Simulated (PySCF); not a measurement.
Cl₂OTa (SMILES [O]=[Ta]([Cl])[Cl]), doublet, at a GFN2-xTB geometry (such geometries of metal compounds can be far from the true shape) (the multiplicity is a formal guess) (core potentials on Ta); DF-HF/def2-TZVP (PySCF).

PySCF was given this input:
```python
from pyscf import gto, scf

mol = gto.M(
    atom='''
Ta   -0.165742   -0.147869   -0.030046
O    -1.421975   -1.268636   -0.257780
Cl   -0.337427    1.938970   -0.715802
Cl    1.718306   -0.706999    0.966132
''',
    basis='def2-tzvp',
    ecp={'Ta': 'def2-tzvp'},
    charge=0,
    spin=1,
    verbose=4,
)

mf = scf.UHF(mol)
mf.conv_tol = 1e-11
mf = mf.density_fit(auxbasis='def2-universal-jkfit')
mf.kernel()
mf.analyze()
```

What does PySCF print? Leave out banner, timings and long lists.


```
PySCF version 2.14.0

[INPUT] verbose = 4
[INPUT] num. atoms = 4
[INPUT] num. electrons = 55
[INPUT] charge = 0
[INPUT] spin (= nelec alpha-beta = 2S) = 1
[INPUT] symmetry False subgroup None
[INPUT] Mole.unit = angstrom
[INPUT] Symbol           X                Y                Z      unit          X                Y                Z       unit  Magmom
[...]
nuclear repulsion = 221.468002508854
number of shells = 51
number of NR pGTOs = 234
number of NR cGTOs = 145
basis = def2-tzvp
ecp = {'Ta': 'def2-tzvp'}

******** <class 'pyscf.df.df_jk.DFUHF'> ********
method = DFUHF
initial guess = minao
damping factor = 0
level_shift factor = 0
DIIS = <class 'pyscf.scf.diis.CDIIS'>
diis_start_cycle = 1
diis_space = 8
diis_damp = 0
SCF conv_tol = 1e-11
SCF conv_tol_grad = None
SCF max_cycles = 50
direct_scf = False
number electrons alpha = 28  beta = 27
Set gradient conv threshold to 3.16228e-06
******** <class 'pyscf.df.df.DF'> ********
auxbasis = def2-universal-jkfit
init E= -1030.3986410304

cycle= 1 E= -1050.32438174787  delta_E= -19.9  |g|= 0.764  |ddm|= 5.02
cycle= 2 E= -1050.26062366536  delta_E= 0.0638  |g|= 0.761  |ddm|=  0.7
cycle= 3 E= -1050.47229645814  delta_E= -0.212  |g|= 0.146  |ddm|= 0.426
cycle= 4 E= -1050.48233242576  delta_E= -0.01  |g|= 0.0232  |ddm|= 0.12
cycle= 5 E= -1050.48311576865  delta_E= -0.000783  |g|= 0.0124  |ddm|= 0.0448
cycle= 6 E= -1050.48348310107  delta_E= -0.000367  |g|= 0.00694  |ddm|= 0.0361
cycle= 7 E= -1050.48362021055  delta_E= -0.000137  |g|= 0.00431  |ddm|= 0.0203
cycle= 8 E= -1050.48368558176  delta_E= -6.54e-05  |g|= 0.00297  |ddm|= 0.0123
cycle= 9 E= -1050.48373119836  delta_E= -4.56e-05  |g|= 0.0019  |ddm|= 0.0107
cycle= 10 E= -1050.48375268149  delta_E= -2.15e-05  |g|= 0.001  |ddm|= 0.0084
cycle= 11 E= -1050.4837580173  delta_E= -5.34e-06  |g|= 0.000507  |ddm|= 0.00435
cycle= 12 E= -1050.48375937569  delta_E= -1.36e-06  |g|= 0.000209  |ddm|= 0.00277
cycle= 13 E= -1050.48375948374  delta_E= -1.08e-07  |g|= 0.000134  |ddm|= 0.000721
cycle= 14 E= -1050.4837595009  delta_E= -1.72e-08  |g|= 3.23e-05  |ddm|= 0.000242
cycle= 15 E= -1050.48375950341  delta_E= -2.51e-09  |g|= 1.36e-05  |ddm|= 0.000103
cycle= 16 E= -1050.48375950377  delta_E= -3.58e-10  |g|= 7.36e-06  |ddm|= 2.62e-05
cycle= 17 E= -1050.48375950389  delta_E= -1.24e-10  |g|= 3.59e-06  |ddm|= 1.72e-05
cycle= 18 E= -1050.48375950391  delta_E= -2.25e-11  |g|= 1.16e-06  |ddm|= 8.75e-06
[...]
converged SCF energy = -1050.48375950392  <S^2> = 0.77129068  2S+1 = 2.0211785
Total Energy =                       -1050.483759503915508
[...]
spin_pop of  2 Cl 3px      -0.00262
spin_pop of  2 Cl 3py      -0.00743
spin_pop of  2 Cl 3pz      -0.01026
spin_pop of  2 Cl 4px       0.00020
spin_pop of  2 Cl 4py      -0.00007
spin_pop of  2 Cl 4pz       0.00051
spin_pop of  2 Cl 5px       0.00003
spin_pop of  2 Cl 5py       0.00269
spin_pop of  2 Cl 5pz       0.00028
spin_pop of  2 Cl 6px       0.00003
spin_pop of  2 Cl 6py       0.00032
spin_pop of  2 Cl 6pz       0.00006
spin_pop of  2 Cl 3dxy      0.00090
spin_pop of  2 Cl 3dyz      0.00274
spin_pop of  2 Cl 3dz^2     0.00309
spin_pop of  2 Cl 3dxz      0.00048
spin_pop of  2 Cl 3dx2-y2    0.00347
spin_pop of  2 Cl 4dxy      0.00045
spin_pop of  2 Cl 4dyz      0.00043
spin_pop of  2 Cl 4dz^2     0.00075
spin_pop of  2 Cl 4dxz      0.00019
spin_pop of  2 Cl 4dx2-y2    0.00025
spin_pop of  2 Cl 4f-3      0.00016
spin_pop of  2 Cl 4f-2      0.00009
spin_pop of  2 Cl 4f-1      0.00046
spin_pop of  2 Cl 4f+0      0.00023
spin_pop of  2 Cl 4f+1      0.00004
spin_pop of  2 Cl 4f+2      0.00016
spin_pop of  2 Cl 4f+3      0.00018
spin_pop of  3 Cl 1s        0.00000
spin_pop of  3 Cl 2s        0.00000
spin_pop of  3 Cl 3s        0.00596
spin_pop of  3 Cl 4s        0.00615
spin_pop of  3 Cl 5s        0.00009
spin_pop of  3 Cl 2px      -0.00000
spin_pop of  3 Cl 2py      -0.00000
spin_pop of  3 Cl 2pz      -0.00000
spin_pop of  3 Cl 3px      -0.00805
spin_pop of  3 Cl 3py      -0.00132
spin_pop of  3 Cl 3pz      -0.01103
spin_pop of  3 Cl 4px       0.00003
spin_pop of  3 Cl 4py       0.00009
spin_pop of  3 Cl 4pz       0.00050
spin_pop of  3 Cl 5px       0.00214
spin_pop of  3 Cl 5py       0.00018
spin_pop of  3 Cl 5pz       0.00060
spin_pop of  3 Cl 6px       0.00024
spin_pop of  3 Cl 6py       0.00005
spin_pop of  3 Cl 6pz       0.00010
spin_pop of  3 Cl 3dxy      0.00053
spin_pop of  3 Cl 3dyz      0.00044
spin_pop of  3 Cl 3dz^2     0.00243
spin_pop of  3 Cl 3dxz      0.00477
spin_pop of  3 Cl 3dx2-y2    0.00218
spin_pop of  3 Cl 4dxy      0.00027
spin_pop of  3 Cl 4dyz      0.00011
spin_pop of  3 Cl 4dz^2     0.00069
spin_pop of  3 Cl 4dxz      0.00072
spin_pop of  3 Cl 4dx2-y2    0.00020
spin_pop of  3 Cl 4f-3      0.00008
spin_pop of  3 Cl 4f-2      0.00008
spin_pop of  3 Cl 4f-1      0.00003
spin_pop of  3 Cl 4f+0      0.00048
spin_pop of  3 Cl 4f+1      0.00017
spin_pop of  3 Cl 4f+2      0.00028
spin_pop of  3 Cl 4f+3      0.00012
In total            28.00000 | 27.00000
Dipole moment(X, Y, Z, Debye):  1.63742,  1.46085,  0.29684
```
